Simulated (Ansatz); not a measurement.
The same molecule with X = Ti, Zr, Hf. Ansatz, PBE0-D4/def2-TZVP geometries, multiplicity 1. Each molecule was computed in one conformer, which needn't be the lowest.

Elements past krypton have def2 core potentials. Scalar relativity is left out up to krypton.

| X | molecule | mean X–C bond length / Å | mean X–Cl bond length / Å | mean X–O bond length / Å | size of the dipole moment (B3LYP/def2-TZVPP) / D | LUMO energy (PBE/def2-TZVPP) / eV | LUMO energy (ωB97M-V/def2-TZVPP) / eV |
| --- | --- | --- | --- | --- | --- | --- | --- |
| Ti | `[OH][Ti]12345678([Cl])([C@H]9[C@@H]1[C@@H]2[C@@H]3[C@H]94)[C@H]1[C@@H]5[C@@H]6[C@@H]7[C@H]18` | 2.396 | 2.346 | 1.857 | 3.72 | -2.74 | 0.38 |
| Hf | `[OH][Hf]12345678([Cl])([C@H]9[C@@H]1[C@@H]2[C@@H]3[C@H]94)[C@H]1[C@@H]5[C@@H]6[C@@H]7[C@H]18` | 2.532 | 2.429 | 1.974 | 3.33 | -1.60 | 1.24 |

Problem. Give the row for X = Zr, `[OH][Zr]12345678([Cl])([C@H]9[C@@H]1[C@@H]2[C@@H]3[C@H]94)[C@H]1[C@@H]5[C@@H]6[C@@H]7[C@H]18`. (Best estimate.)

Solution. Ansatz gave: 
| X | molecule | mean X–C bond length / Å | mean X–Cl bond length / Å | mean X–O bond length / Å | size of the dipole moment (B3LYP/def2-TZVPP) / D | LUMO energy (PBE/def2-TZVPP) / eV | LUMO energy (ωB97M-V/def2-TZVPP) / eV |
| --- | --- | --- | --- | --- | --- | --- | --- |
| Zr | `[OH][Zr]12345678([Cl])([C@H]9[C@@H]1[C@@H]2[C@@H]3[C@H]94)[C@H]1[C@@H]5[C@@H]6[C@@H]7[C@H]18` | 2.532 | 2.437 | 1.975 | 3.51 | -1.89 | 0.96 |

From Ti to Hf the mean X–C bond length isn't monotonic: highest at Zr, lowest at Ti; the mean X–Cl bond length isn't monotonic: highest at Zr, lowest at Ti; the mean X–O bond length isn't monotonic: highest at Zr, lowest at Ti; the LUMO energy (PBE/def2-TZVPP) rises at each step, by 1.14 eV in all; the LUMO energy (ωB97M-V/def2-TZVPP) rises at each step, by 0.86 eV in all. Dipoles are sizes alone, and their direction can turn along the series.

B3LYP here is the variant with VWN-RPA as its local correlation; programs differ in this.

Positive LUMOs are unbound, so they and the gaps depend on the basis.
